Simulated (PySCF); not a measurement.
Polarisability and C₆ of Sr²⁺ (strontium, charge +2)

[Kr], closed-shell 1S. Calculation: PySCF 2.14, in def2-QZVPPD with the def2 core potential (28 electrons) (7s5p4d3f, 63 functions); a scalar-relativistic core potential. Coupled (time-dependent) response in atomic units; α is the mean over directions.

```json
{"method": "UHF", "mean α (bohr³)": "5.738", "C₆ (like pair)": "27.75", "S(−4)": "4.775"}
{"method": "PBE", "mean α (bohr³)": "5.880", "C₆ (like pair)": "28.60", "S(−4)": "5.137"}
{"method": "PBE0", "mean α (bohr³)": "5.824", "C₆ (like pair)": "28.26", "S(−4)": "4.989"}
{"method": "CAM-B3LYP", "mean α (bohr³)": "5.851", "C₆ (like pair)": "28.42", "S(−4)": "5.065"}
{"method": "TPSSh", "mean α (bohr³)": "5.827", "C₆ (like pair)": "28.47", "S(−4)": "4.942"}
```

S(−4) is the Cauchy moment in α(ω) = α(0) + S(−4) ω² + …

α(iu) at TPSSh:

```tsv
u (hartree)	α(iu) (bohr³)
0	5.827
0.0500	5.814
0.100	5.778
0.200	5.636
0.300	5.416
0.500	4.821
0.750	3.985
1.00	3.221
1.50	2.101
2.00	1.423
3.00	0.7463
5.00	0.2981
```

A single London oscillator, α(iu) = α/(1 + u²/ω²), gives C₆ = (3/4) ω α². Matching the computed C₆ needs ω = 4 × 28.47 / (3 × 5.827²) = 1.12 hartree.

For an ion, C₆ is the dispersion term alone; charge-induced terms of lower order in 1/R come first.

Energies and moments cover only the electrons outside the core potential.
